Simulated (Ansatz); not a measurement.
Compare A (`CCC1=C[SiH2]1`) with its isomer B (`CC#C[SiH2]C`).

Computed with Ansatz on PBE0-D4/def2-TZVP structures; ΔE is electronic, products minus reactants. CCSD(T)/CBS adds triple-zeta CCSD(T) − MP2 to the extrapolated MP2 energy (def2 sets, frozen cores). Functionals use def2-TZVPP. B3LYP here is the variant with VWN-RPA as its local correlation; programs differ in this. Each species was taken in one conformer, which may not be the lowest.

Task: Which isomer does CCSD(T)/CBS put lower? Give the gap. (Estimate.)

Result: The calculation gave: B, by 84.6 kJ/mol.

Task: Give E(B) − E(A) in kJ/mol with HF/def2-TZVPP, B2PLYP, CCSD(T)/def2-TZVPP, PBE-D4, MP2/def2-TZVPP, PBE0-D4, B3LYP. (Estimate.)

Result: Computed: HF/def2-TZVPP -107.9, B2PLYP -93.8, CCSD(T)/def2-TZVPP -85.3, PBE-D4 -66.7, MP2/def2-TZVPP -88.4, PBE0-D4 -64.8, B3LYP -93.4. None reverses the order clearly.

Largest T1 diagnostic: 0.011.

In def2-TZVPP, CCSD(T) changes the Hartree–Fock value by +22.5 kJ/mol (the triples alone add +2.5 kJ/mol) and MP2 by +19.5 kJ/mol. The D4 term adds +5.3 kJ/mol with B3LYP and +2.8 kJ/mol with PBE0; it sums over pairs of atoms, weighted by their polarisabilities, and B3LYP, whose exchange is more repulsive, gets the larger term.
